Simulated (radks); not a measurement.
Results of a calculation; reference values are marked as such.
Problem. Yb I, 70 electrons, occupied as [Xe] 4f14 6s2. Code: a radial shooting solver on a logarithmic mesh with Libxc functionals. Model: Dirac Kohn-Sham, Wu-Cohen GGA, spin-unpolarised, spherical densities, point nucleus.

Spin-orbit splittings of the eigenvalues, e(l+1/2) - e(l-1/2), with zeta = 2 splitting/(2l+1) and mean radii in bohr:

| shell | occ. | splitting (eV) | zeta (eV) | <r> j=l-1/2 | <r> j=l+1/2 |
|---|---|---|---|---|---|
| 2p | 6 | 1047 | 698.1 | 0.06872 | 0.07622 |
| 3p | 6 | 222.3 | 148.2 | 0.2061 | 0.2201 |
| 3d | 10 | 48.55 | 19.42 | 0.1935 | 0.1978 |
| 4p | 6 | 50.36 | 33.57 | 0.4956 | 0.5281 |
| 4d | 10 | 9.165 | 3.666 | 0.5535 | 0.5650 |
| 4f | 14 | ? | ? | 0.7781 | 0.8043 |
| 5p | 6 | 6.100 | 4.067 | 1.369 | 1.489 |

Estimate the 4f splitting.

Solution. 1.317 eV (zeta = 0.3762 eV).
